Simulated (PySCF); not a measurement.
# Identify the compound

An unknown has the formula C$_{4}$H$_{6}$N$_{2}$O$_{2}$Si. Its calculated NMR data are:

¹H NMR (500 MHz, computed): δ 12.10 (d, 1H), 5.19 (d, 1H), 2.64 (br s, 1H), 2.49 (s, 3H).

¹³C{¹H} NMR (computed): δ 245.1 (CH), 160.9 (C), 116.9 (C), 36.2 (CH3).

Computed data (PySCF): PBE0/pcSseg-1 with gauge-including orbitals, coordinates at the GFN2-xTB level. In vacuum, non-relativistic Hamiltonian, equivalent nuclei averaged, one conformer.

Scale: ¹H (σref 31.72), ¹³C (σref 186.93) against TMS (reference shieldings calculated alike).

What is the structure?

Answers


1. Rings plus π bonds: 4 (no ring in the answer).
2. 4 carbon signals for 4 carbons: no two carbons are equivalent.
3. Carbon types of the structure: 2 × C, 1 × CH, 1 × CH3, leaving 2 H on heteroatoms.
4. δC 245.1: carbonyl carbon.
5. δC 160.9: C=N carbon.
6. δC 116.9: nitrile carbon; C≡N carbons fall here, among the sp2 signals but without a proton.
7. δC 36.2: methyl carbon; saturated and bonded to C and H only.
8. δH 12.10: hydrogen on a carbonyl carbon.
9. δH 2.64: hydrogen on an oxygen bonded to Si; exchangeable; this is the value without hydrogen bonding to other molecules.
10. δH 2.49: hydrogen on a methyl carbon.

Structure: `C/C(C#N)=N/[Si@@H](O)C=O`.

The data come from this structure; uniqueness wasn't tested.

The OH or NH signal is concentration- and solvent-dependent in practice; the value given is the gas-phase one. Shifts are as computed. Against solution values, carbons near 30 ppm lie about +3 ppm off and those near 130 ppm about +5 ppm. Of 1211 compounds with measured shifts, 218 miss one by over three times the rms of a fit or turn the order of signals round; such compounds aren't used in these exercises. Multiplicities follow the n + 1 count of equivalent neighbours, as no J values were calculated; m marks all less simple cases, F and P coupling included.
